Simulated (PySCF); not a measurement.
**How methods differ on the ionisation energy of Tb⁺**

Tb⁺ [Xe] 4f9 6s1 (high-spin determinant) → Tb²⁺ [Xe] 4f9 (high-spin determinant), as a difference of total energies. Computed with PySCF 2.14 in x2c-TZVPPall, with scalar relativity by spin-free X2C-1e. Correlated levels: valence: [Kr] 4d10 frozen; valence and next inner shell: [Ar] 3d10 frozen. The calculations carry no spin-orbit coupling.

```json
{"method": "UHF", "ionisation energy (eV)": "10.691"}
{"method": "LDA", "ionisation energy (eV)": "11.907"}
{"method": "PBE", "ionisation energy (eV)": "11.718"}
{"method": "PBE0", "ionisation energy (eV)": "11.511"}
{"method": "r2SCAN", "ionisation energy (eV)": "11.451"}
{"method": "MP2 (valence)", "ionisation energy (eV)": "11.515"}
{"method": "SCS-MP2 (valence)", "ionisation energy (eV)": "11.326"}
{"method": "MP2 (valence and next inner shell)", "ionisation energy (eV)": "11.565"}
{"method": "SCS-MP2 (valence and next inner shell)", "ionisation energy (eV)": "11.377"}
```

Question: How much does correlation contribute at MP2 (valence and next inner shell)?

Answer: 11.565 − (10.691) = 0.874 eV, measured against UHF.

Errors of the correlated levels include the incompleteness of this basis and the frozen core.

The determinant of Tb²⁺ and of Tb⁺ mixes LS terms, which raises its energy above the lowest term, most at the Hartree-Fock and MP2 levels.

For comparison: 11.513 ± 0.02 eV (semi-empirical (NIST evaluation); NIST Atomic Spectra Database, ionization energies).
